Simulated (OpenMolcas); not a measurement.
Mo3+ (d3) on a cation site of an ionic host was computed by CASSCF with the d shell active (OpenMolcas, ANO-RCC-VTZP on the metal). Its lowest spin-free states, and all those of the highest spin:

| 2S+1 | Degeneracy | E (cm-1) |
| --- | --- | --- |
| 4 | 1 | 0.0 |
| 2 | 2 | 13205 |
| 2 | 3 | 13747 |
| 2 | 3 | 20384 |
| 4 | 3 | 21091 |
| 4 | 3 | 27943 |
| 2 | 1 | 31612 |
| 2 | 3 | 33095 |
| 2 | 3 | 33910 |
| 2 | 2 | 35448 |
| 2 | 3 | 38066 |
| 2 | 3 | 42648 |
| 4 | 3 | 45011 |

Q: Is the site octahedral, tetrahedral or cube-like, axial, or of lower symmetry?

A: The states with 2S+1 = 4 have orbital degeneracies 1, 3, 3, 3. Threefold states need a cubic site. For d3 at this spin an octahedron puts the single A2 below the threefold T2 and a tetrahedron or cube puts the threefold T1 below the threefold T2, so the site is octahedral. The first gap at this spin, 21100 cm-1, is |10Dq| in ligand-field theory. The run had Mo3+ with its 6 nearest chloride ions at 2.448 Å, on the Zr site of Cs2ZrCl6 (a = 10.407 Å, distance in the model lattice 2.446 Å). The rest of the host is ab initio model potentials to 7.6 Å and point charges beyond; the distance is set by hand and nothing relaxes, and no local charge compensation is placed. Ligand basis ANO-RCC-VDZP.

Without dynamic correlation the repulsion within the d shell is too large (B by tens of per cent), so at a given field states of lower spin stand too high. The least metal-like active orbital is 78 % on the metal (Löwdin) and no ligand orbital is active, so the numbers are rough. With metal d orbitals alone the field can be off either way by tens of per cent. Ligand-to-metal charge-transfer states are missing. With no ligand orbital active B as a rule stays too high, so bands that hang on it stand too high and its fall with covalency is understated. No measured value stands beside these numbers; the geometry was set by hand and not optimised.
